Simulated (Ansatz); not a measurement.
Consider the formal exchange of groups at the Si–Si bond: `S[SiH2][SiH2]CCl` + `CCCl` → `CC[SiH2]S` + `ClC[SiH2]Cl`.

Computed with Ansatz on PBE0-D4/def2-TZVP structures; ΔE is electronic, products minus reactants. CCSD(T)/CBS adds triple-zeta CCSD(T) − MP2 to the extrapolated MP2 energy (def2 sets, frozen cores). DFT in def2-TZVPP. B3LYP here is the variant with VWN-RPA as its local correlation; programs differ in this. One conformer a species, not always the lowest.

`S[SiH2][SiH2]CCl`:

Cartesian coordinates in Å:
```
S -1.517 -0.153 2.929
Si -1.413 0.247 0.825
Si 0.789 -0.039 0.073
C 0.907 0.175 -1.800
Cl 2.588 -0.077 -2.346
H -0.940 -1.364 2.841
H -2.355 -0.613 0.054
H -1.860 1.658 0.693
H 1.234 -1.413 0.429
H 1.675 0.949 0.738
H 0.610 1.177 -2.109
H 0.281 -0.546 -2.327
```

`CCCl`:

Z-matrix (Å, degrees):
```
C
C 1 1.507
H 1 1.091 2 111.0
H 1 1.094 2 109.6 3 119.7
H 1 1.091 2 111.0 3 -120.6
Cl 2 1.788 1 111.4 3 60.3
H 2 1.089 1 111.9 3 179.1
H 2 1.089 1 111.9 3 -58.5
```

`CC[SiH2]S`:

Cartesian coordinates in Å:
```
C 1.057 -0.415 1.308
C 0.041 0.443 0.558
Si -0.614 -0.392 -0.983
S -2.078 0.784 -2.015
H 0.617 -1.360 1.637
H 1.919 -0.657 0.681
H 1.433 0.097 2.197
H -0.813 0.689 1.198
H 0.487 1.399 0.265
H 0.519 -0.721 -1.890
H -1.338 -1.646 -0.643
H -1.228 1.781 -2.314
```

`ClC[SiH2]Cl`:

```xyz
8

Cl   -0.444    1.692   -1.418
C    -0.510    0.821    0.141
Si    0.462   -0.763   -0.098
Cl    0.428   -1.821    1.668
H    -1.556    0.637    0.382
H    -0.078    1.465    0.906
H    -0.169   -1.586   -1.151
H     1.868   -0.446   -0.429
```

CCSD(T)/CBS gives -1.59 eV.

(1) Another level gave -1.53 eV. Which?
A. CCSD/def2-TZVPP
B. SCS-MP2/def2-TZVPP
C. B3LYP-D4/def2-TZVPP
D. PBE/def2-TZVPP

Largest T1 diagnostic among the species: 0.011.

Results:

(1) C. B3LYP-D4 -1.53, PBE -1.40, CCSD/def2-TZVPP -1.60, SCS-MP2/def2-TZVPP -1.66 eV.

From PBE to PBE0 (25 % exact exchange), in def2-TZVPP and without D4, ΔE moves by −0.09 eV.
